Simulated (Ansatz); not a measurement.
Calculated with Ansatz (gas phase, PBE0-D4/def2-TZVP geometries, no zero-point term in ΔE). CCSD(T)/CBS adds triple-zeta CCSD(T) − MP2 to the extrapolated MP2 energy (def2 sets, frozen cores). This one scheme is used for every species. Functionals use def2-TZVPP. For Ge, Se outer-core shells are correlated without core-valence functions, which leaves a few kJ/mol of doubt a bond. Scalar relativity is left out up to krypton. One conformer a species, not always the lowest.

`[Cl][GeH]([Cl])[SeH]` + CH₄ → `[CH3][GeH]([Cl])[SeH]` + HCl  (formal exchange of groups at a Ge–Cl bond)

(1) Is it downhill or uphill in electronic energy at CCSD(T)/CBS, and by how much? (Best estimate.)

(2) What do these levels give: BHLYP-D4, ωB97X-V, r2SCAN0, MP2/def2-SVP, MP2/def2-TZVPP, SCS-MP2/def2-TZVPP? (An estimate is asked.)

(3) What do rigid-rotor, harmonic-oscillator terms from PBE0-D4/def2-TZVP frequencies (298.15 K, 1 bar) make of the CCSD(T)/CBS value? (Estimate.)

Largest T1 diagnostic among the species: 0.009.

Answers

(1) The calculation gave: Uphill: ΔE = +72.9 kJ/mol.

(2) Computed: BHLYP-D4 84.4, ωB97X-V 78.4, r2SCAN0 81.4, MP2/def2-SVP 81.4, MP2/def2-TZVPP 74.3, SCS-MP2/def2-TZVPP 75.8 kJ/mol.

(3) The calculation gave: ΔZPE = -6.8 kJ/mol, ΔH = +66.5 kJ/mol, ΔS = 6 J/(mol·K), ΔG = +64.9 kJ/mol.

In def2-TZVPP, CCSD(T) changes the Hartree–Fock value by −15.4 kJ/mol (the triples alone add +0.0 kJ/mol) and MP2 by −12.7 kJ/mol. Leaving LDA and LC-ωPBE aside and taking each functional with its dispersion term where it has one, the values, not all of them listed here, spread over 9.1 kJ/mol, from PBE-QIDH to B97M-V. LDA lies −6.8 kJ/mol from PBE without D4. At CCSD(T), def2-SVP lies +7.4 kJ/mol from the extrapolated value and def2-TZVPP −1.3 kJ/mol.
